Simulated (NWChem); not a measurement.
System: GeH cation, singlet

NWChem input:

```
start job
memory heap 200 mb stack 700 mb global 900 mb
charge 1
geometry units angstroms
  Ge     0.000000     0.000000    -0.037060
  H      0.000000     0.000000     1.568795
end
basis spherical
  Ge library 3-21g
  H library 3-21g
end
dft
  xc hfexch
  iterations 150
end
driver
  maxiter 120
end
task dft optimize
task dft freq
```

Output (shortened):

```
             Northwest Computational Chemistry Package (NWChem) 7.3.0
             --------------------------------------------------------

 ORDER OF PRIMARY AXIS IS BEING SET TO 4
 C4V symmetry detected

                             Geometry "geometry" -> ""
                             -------------------------

 Output coordinates in angstroms (scale by  1.889725989 to convert to a.u.)

  No.       Tag          Charge          X              Y              Z
 ---- ---------------- ---------- -------------- -------------- --------------
    1 Ge                  32.0000     0.00000000     0.00000000    -0.04866227
    2 H                    1.0000     0.00000000     0.00000000     1.55719273

 Effective nuclear repulsion energy (a.u.)      10.5449570279

      Symmetry information
      --------------------

 Group name             C4v
 Group number             18
 Group order               8
 No. of unique centers     2

                                Z-matrix (autoz)
                                --------

 Units are Angstrom for bonds and degrees for angles

      Type          Name      I     J     K     L     M      Value
      ----------- --------  ----- ----- ----- ----- ----- ----------
    1 Stretch                  1     2                       1.60586

  xc_inp: hfexch multiplicative factor not found.

                           NWChem Geometry Optimization
                           ----------------------------

 maximum gradient threshold         (gmax) =   0.000450
 rms gradient threshold             (grms) =   0.000300
 maximum cartesian step threshold   (xmax) =   0.001800
 rms cartesian step threshold       (xrms) =   0.001200
 fixed trust radius                (trust) =   0.300000
 source of zmatrix                         =   autoz

          -------------------
          Energy Minimization
          -------------------

 Using diagonal initial Hessian
 Scaling for Hessian diagonals: bonds = 1.00  angles = 0.25  torsions = 0.10

          --------
          Step   0

                                 NWChem DFT Module
                                 -----------------

[...]

      ----------------------
      Optimization converged
      ----------------------

  Step       Energy      Delta E   Gmax     Grms     Xrms     Xmax
  ---- ---------------- -------- -------- -------- -------- --------
@    2   -2065.59274155 -3.1D-07  0.00002  0.00002  0.00061  0.00105
                                     ok       ok       ok       ok

                                Z-matrix (autoz)
                                --------

 Units are Angstrom for bonds and degrees for angles

      Type          Name      I     J     K     L     M      Value     Gradient
      ----------- --------  ----- ----- ----- ----- ----- ---------- ----------
    1 Stretch                  1     2                       1.57853    0.00002

                         Geometry "geometry" -> "geometry"
                         ---------------------------------

 Output coordinates in angstroms (scale by  1.889725989 to convert to a.u.)

  No.       Tag          Charge          X              Y              Z
 ---- ---------------- ---------- -------------- -------------- --------------
    1 Ge                  32.0000     0.00000000     0.00000000    -0.03499878
    2 H                    1.0000     0.00000000     0.00000000     1.54352924

 Effective nuclear repulsion energy (a.u.)      10.7275080106

      Symmetry information
      --------------------

 Group name             C4v
 Group number             18
 Group order               8
 No. of unique centers     2

                Final and change from initial internal coordinates
                --------------------------------------------------

                                Z-matrix (autoz)
                                --------

 Units are Angstrom for bonds and degrees for angles

[...]

 Rotational Constants
 --------------------
 A=   0.000000 cm-1  (  0.000000 K)
 B=   6.804424 cm-1  (  9.789830 K)
 C=   6.804424 cm-1  (  9.789830 K)

 Temperature                      =   298.15K
 frequency scaling parameter      =   1.0000

 Linear Molecule

 Zero-Point correction to Energy  =    2.921 kcal/mol  (  0.004656 au)
 Thermal correction to Energy     =    4.402 kcal/mol  (  0.007015 au)
 Thermal correction to Enthalpy   =    4.994 kcal/mol  (  0.007959 au)

 Total Entropy                    =   47.614 cal/mol-K
   - Translational                =   38.840 cal/mol-K (mol. weight =  74.9297)
   - Rotational                   =    8.772 cal/mol-K (symmetry #  =        1)
   - Vibrational                  =    0.001 cal/mol-K

 Cv (constant volume heat capacity) =    4.976 cal/mol-K
   - Translational                  =    2.979 cal/mol-K
   - Rotational                     =    1.986 cal/mol-K
   - Vibrational                    =    0.010 cal/mol-K

[normal modes left out]

 ----------------------------------------------------------------------------
 Normal Eigenvalue ||           Projected Infra Red Intensities
  Mode   [cm**-1]  || [atomic units] [(debye/angs)**2] [(KM/mol)] [arbitrary]
 ------ ---------- || -------------- ----------------- ---------- -----------
    1        0.000 ||    0.010976           0.253        10.700       2.355
    2        0.000 ||    0.010976           0.253        10.700       2.355
    3        0.000 ||    0.013346           0.308        13.010       2.864
    4        0.000 ||    0.009769           0.225         9.524       2.096
    5        0.000 ||    0.009769           0.225         9.524       2.096
    6     2044.526 ||    0.224783           5.186       219.129      48.233
 ----------------------------------------------------------------------------
```

Level: Hartree-Fock/3-21G. Low-valent species are run as closed-shell singlets; no triplet was tried in these runs.
